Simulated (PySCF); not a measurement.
Question: Write Cartesian coordinates for InChI=1S/C2H11NOSi2/c1-3(2)6-4-5/h6H2,1-2,5H3 as optimised with PBE0-D3(BJ)/def2-SVP.

Answer: 
```
atom  x, y, z in Å
C1    -1.3523    1.4671   -0.6489
N2    -1.0452    0.1013   -0.3026
C3    -1.5771   -0.3238    0.9680
Si4    0.1573   -0.7984   -1.1461
O5     1.7315   -0.4674   -0.6985
Si6    2.6818   -0.3900    0.6549
H7    -2.4454    1.6349   -0.6682
H8    -0.9199    2.1953    0.0657
H9    -0.9626    1.7109   -1.6487
H10   -1.1600    0.2501    1.8199
H11   -1.3581   -1.3879    1.1438
H12   -2.6758   -0.2018    0.9990
H13    0.0753   -0.4513   -2.5889
H14   -0.1047   -2.2395   -0.8643
H15    4.1001   -0.6348    0.2676
H16    2.2609   -1.4211    1.6558
H17    2.5740    0.9582    1.2911
```

Any rigid rotation of these coordinates is as good. Atoms count from 1 in this order. Si4 (oxygen-bound silicon) is distorted tetrahedral (angles from 105.4° to 115.0°). Si6 (oxygen-bound silicon) is tetrahedral (angles from 108.4° to 110.7°). N2 (silicon-bound nitrogen) is almost planar (angles 122.4°, 121.7° and 114.4°, sum 358.4°, 0.11 Å off the plane of its three neighbours). O5 (siloxane oxygen) is bent (angle 140.3°).

Bonds between heavy atoms (Å): C1–N2 1.442, N2–C3 1.442, N2–Si4 1.722, Si4–O5 1.670, O5–Si6 1.656.

Level of theory: PBE0-D3(BJ)/def2-SVP geometry optimisation, gas phase (PySCF 2.14.0).

Point group: C1 (no symmetry element, even within 0.4 Å). Not checked by PBE0-D3(BJ)/def2-SVP frequencies. The numbers are those of one conformer (C1–N2–Si4–O5 79°, N2–Si4–O5–Si6 53°).
